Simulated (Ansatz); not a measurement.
Saddle point of GaH$_{5}$SO, singlet (GaH₃S ([SH][GaH2]) + H₂O → GaH₃O ([OH][GaH2]) + H₂S (still joined by a long Ga–S bond); bonds formed: S2–H5; dative contacts that become bonds: Ga1–O6; bonds broken: H5–O6; bonds weakened to dative contacts: Ga1–S2), PBE0-D4/def2-TZVP structure:

```
atom    x (Å)    y (Å)    z (Å)
 Ga1  -0.9346  -0.1671  -0.3227
  S2   1.0503   1.3738  -0.4411
  H3  -0.9238  -0.9983  -1.6408
  H4  -2.0951   0.6568   0.3249
  H5   1.0338   0.2763   0.5510
  O6   0.2426  -0.8999   0.9874
  H7   1.7041   0.6337  -1.3514
  H8  -0.0773  -0.8753   1.8926
```

Energies are electronic, without zero-point energy. Barriers and step energies count from the start structure reached by relaxing down the imaginary mode; all methods use the PBE0-D4 structures, on which another method's saddle can fall below an end. Program: Ansatz 0.2.0. Basis: def2-TZVPP, with def2-QZVPP for the basis limit. Cores are frozen in the correlated methods. Filled d shells of the heavier atoms are correlated. The def2 sets are not built for correlating such inner shells, so the correlated values are less sure here. B3LYP uses VWN-RPA correlation. Extrapolation: Hartree–Fock as exp(−7.88 √X), correlation as X^−2.97.

```csv
method,barrier (kcal/mol),step energy (kcal/mol)
SPW92,11.72,15.09
PBE-D4,?,13.68
BLYP-D4,14.86,11.64
r2SCAN-D4,15.92,13.98
B97M-V,18.58,14.03
PBE0-D4,17.51,14.91
B3LYP-D4,17.35,12.86
r2SCAN0-D4,?,15.05
BHLYP-D4,20.87,14.01
CAM-B3LYP-D4,17.98,12.92
wB97X-V,18.77,13.38
wB97M-V,?,14.23
B2PLYP,17.91,13.05
PBE-QIDH,18.95,15.02
RPA on PBE,17.55,11.93
HF,27.36,14.32
MP2,17.97,13.86
CCSD,20.49,13.60
CCSD(T),18.92,13.59
```

(1) Fill in the withheld barriers. (An estimate is asked for; the value comes from the calculation.)

No T1 diagnostic of these runs exceeds 0.014.

Results:

(1) By the calculation: PBE-D4 14.36; wB97M-V 19.32; r2SCAN0-D4 18.43 kcal/mol. Each is the energy of the saddle less that of the start structure, by the same method.

For comparison, the barrier by CCSD(T) at an estimated basis limit (MP2 extrapolated from triple and quadruple zeta, plus CCSD(T) − MP2 in triple zeta) is 18.99 kcal/mol.

Labels in which every atom is bracketed show which atoms are joined, not bond orders.

For scale, one of the runs: CCSD(T)/def2-TZVPP, 191 basis functions, launched by `ansatz run in.yaml --threads 4 --pin off --events-out ev --progress --plain --max-ram 9574MiB`. Time: 78 s of wall clock on 4 CPU threads of an Intel Xeon; the host was shared. Peak host memory: 2 GiB.
